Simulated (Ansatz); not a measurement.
The same molecule with X = B, Al, Ga. Ansatz, PBE0-D4/def2-TZVP geometries, multiplicity 1. Each molecule was computed in one conformer, which needn't be the lowest.

Scalar relativity is left out up to krypton.

| X | molecule | mean X–H bond length / Å | mean X–N bond length / Å | mean X–Si bond length / Å | HOMO–LUMO gap (B3LYP/def2-TZVPP) / eV | HOMO energy (ωB97M-V/def2-TZVPP) / eV | HOMO energy (B3LYP/def2-TZVPP) / eV |
| --- | --- | --- | --- | --- | --- | --- | --- |
| Al | `[NH2][AlH][SiH2]O` | 1.589 | 1.771 | 2.466 | 5.52 | -9.10 | -6.88 |
| Ga | `[NH2][GaH][SiH2]O` | 1.567 | 1.818 | 2.405 | 5.76 | -9.48 | -7.16 |

Problem. Give the row for X = B, `NB[SiH2]O`. (An estimate is asked.)

Solution. Ansatz gave: 
| X | molecule | mean X–H bond length / Å | mean X–N bond length / Å | mean X–Si bond length / Å | HOMO–LUMO gap (B3LYP/def2-TZVPP) / eV | HOMO energy (ωB97M-V/def2-TZVPP) / eV | HOMO energy (B3LYP/def2-TZVPP) / eV |
| --- | --- | --- | --- | --- | --- | --- | --- |
| B | `NB[SiH2]O` | 1.203 | 1.386 | 2.019 | 6.38 | -9.64 | -7.27 |

From B to Ga the mean X–H bond length isn't monotonic: highest at Al, lowest at B; the mean X–N bond length rises at each step, by 0.432 Å in all; the mean X–Si bond length isn't monotonic: highest at Al, lowest at B; the HOMO–LUMO gap (B3LYP/def2-TZVPP) isn't monotonic: highest at B, lowest at Al; the HOMO energy (ωB97M-V/def2-TZVPP) isn't monotonic: highest at Al, lowest at B; the HOMO energy (B3LYP/def2-TZVPP) isn't monotonic: highest at Al, lowest at B.

B3LYP here is the variant with VWN-RPA as its local correlation; programs differ in this.
